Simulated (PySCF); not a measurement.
Excitations are Tamm–Dancoff values on a coarser integration grid. The basis has no diffuse functions, so Rydberg states are missing or too high.

Cartesian coordinates (Å):
```xyz
10

C     -2.1769     0.0392     0.5729
C     -0.7845     0.0511     0.1842
C      0.3806     0.0576    -0.1393
Si     2.1192     0.0670    -0.6217
Cl     3.0518    -1.6254     0.0795
H     -2.8249     0.1286    -0.3024
H     -2.4241    -0.8936     1.0857
H     -2.3985     0.8686     1.2488
H      2.2460     0.0709    -2.0957
H      2.8112     1.2360    -0.0357
```
Charge 0, multiplicity 1.

### Question
Estimate the HOMO, LUMO, S1 excitation (TDA), total energy, S1–T1 gap (TDA), dipole moment, HOMO–LUMO gap and T1 excitation (TDA) that PBE0-D4/def2-TZVP (PySCF 2.14.0) returns for this input.

### Answer

```json
{
 "HOMO": "-7.98 eV",
 "LUMO": "-0.50 eV",
 "S1 excitation (TDA)": "5.70 eV",
 "total_energy": "-866.6718 Ha",
 "S1–T1 gap (TDA)": "0.91 eV",
 "dipole_moment": "2.78 D",
 "HOMO–LUMO gap": "7.48 eV",
 "T1 excitation (TDA)": "4.79 eV"
}
```
